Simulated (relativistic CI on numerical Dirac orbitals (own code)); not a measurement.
One change at a time: Ir³⁴⁺

Base calculation: Dirac-Coulomb-Breit CI, orbitals from a KLI potential per configuration, model QED, unscaled Slater integrals.

Configurations in the expansion (outside the closed core [Ar] 3d10): 4s2 4p6 4d7, 4s2 4p6 4d6 4f, 4s2 4p5 4d8, 4s 4p6 4d8, 4s2 4p5 4d7 4f, 4s 4p6 4d7 4f, 4s2 4p6 4d6 5s, 4s2 4p6 4d5 4f 5s, 4s2 4p6 4d6 5p, 4s2 4p5 4d7 5s, 4s2 4p6 4d6 5f, 4s2 4p6 4d5 5s 5p, 4p6 4d8 4f, 4s2 4p6 4d6 6s, 4s 4p6 4d7 5s, 4p6 4d9, 4p5 4d10, 4p5 4d9 4f, 4s2 4p6 4d5 5s2, 4s2 4p6 4d4 4f 5s2, 4s2 4p5 4d5 4f 5s2, 4s 4p6 4d5 4f 5s2, 4p6 4d8 5s, 4p5 4d9 5s, 4p5 4d8 4f 5s, 4p6 4d7 5s2, 4p6 4d6 4f 5s2, 4p5 4d8 5s2, 4p5 4d7 4f 5s2. Double excitations out of closed p, d and f shells are left out; levels of such configurations are missing from the list, as are those of other unlisted configurations, and high levels can miss mixing partners.

The lowest level and the first level of each name with at least 55 % of one term (blank where a level has no safe partner in the second run):

| Level | Base (cm⁻¹) | Shift (cm⁻¹) |
| --- | --- | --- |
| 4s2 4p6 4d7 4F_9/2 | 0 | 0 |
| 4s2 4p6 4d7 4F_7/2 | 159032 | +19 |
| 4s2 4p6 4d7 4P_5/2 | 199236 | +10 |
| 4s2 4p6 4d7 2H_11/2 | 213156 | +5 |
| 4s2 4p6 4d7 2F_5/2 | 253552 | -9 |
| 4s2 4p6 4d7 2D_3/2 | 316818 | -20 |
| 4s2 4p6 4d7 4F_5/2 | 348492 | +28 |
| 4s2 4p5 4d8 4G°_11/2 | 1587713 | -384 |

At this charge energies of transitions that change n are usually good to better than 1 %, and those within a shell (Δn = 0) to a few per cent. Terms inside the open d or f shell come out 10 to 20 % too wide with unscaled integrals.

Task: One thing was changed in a second run, which moved the levels as shown. Which?
A. only the first 3 configurations
B. configuration mixing switched off
C. QED terms removed
D. Breit term removed
E. one mean potential for all configurations

Result: E. One mean potential for all configurations. One potential for all configurations removes the relaxation of the orbitals, which moves whole configurations and changes the integrals a little.

LS names give the leading component of a level, which can be under half, so a name can repeat, a term be missing and a line seem to break the LS rules.
